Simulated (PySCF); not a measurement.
Isomers of C4H8O3S. Computed with PySCF 2.14.0, PBE0-D3(BJ)/def2-SVP geometry optimisation, gas phase. One conformer each; no zero-point energy, no entropy. No frequencies were run at this level. Point groups hold within 0.08 Å.

Task: Rank from lowest to highest electronic energy at this level (kcal/mol).
A. `[CH3:1][S:2](=[O:3])(=[O:4])[CH:5]1[CH2:6][O:7][CH2:8]1` with C1–S2–C5–C6 -47°, S2–C5–C6–O7 105°, C5–C6–O7–C8 12°, C6–O7–C8–C5 -12°, S2–C5–C8–O7 -106°
B. `[CH3:1][O:2][CH:3]1[CH2:4][S:5](=[O:6])(=[O:7])[CH2:8]1` with C1–O2–C3–C4 75°, O2–C3–C4–S5 130°, C3–C4–S5–O6 97°, C4–S5–C8–C3 11°, O2–C3–C8–S5 -134°
C. `[CH3:1][C@H:2]1[CH2:3][CH2:4][S:5](=[O:6])(=[O:7])[O:8]1` with C1–C2–C3–C4 79°, C2–C3–C4–S5 28°, C3–C4–S5–O6 105°, C4–S5–O8–C2 -21° (1,3-butanesultone)

Result: C (0.0), B (26.8), A (30.4).

As drawn, the highest has a four-membered ring, which the lowest lacks.

```csv
SMILES,E (Eh),E rel (kcal/mol),dipole (D),point group,"A, B, C (MHz)"
C[C@H]1CCS(=O)(=O)O1,-780.08128,0.0,5.66,C1,"3050, 1625, 1445"
COC1CS(=O)(=O)C1,-780.03858,26.8,5.09,C1,"4335, 1037, 1018"
CS(=O)(=O)C1COC1,-780.03282,30.4,2.91,near Cs,"3126, 1384, 1320"
```
